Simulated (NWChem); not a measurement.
Species: BH3O; SMILES BO

```xyz
5

B      0.0082     0.7119     0.0000
H      1.0398     1.3175     0.0000
H     -1.0622     1.2584     0.0000
O      0.0929    -0.6330     0.0000
H     -0.7622    -1.0708     0.0000
```
Atoms are numbered in this order, from 1.

Computed with NWChem. Structure relaxed at the PBE0-D3(BJ)/def2-TZVP level.

For level KT2/def2-TZVP:

```
Property                     Value
---------------------------  -----
highest occupied level (eV)  -7.45
orbital gap (eV)              6.08
```

Question: Estimate the same quantities for level PW6B95/def2-TZVP.

Answer: highest occupied level (eV): -9.00
orbital gap (eV): 8.58
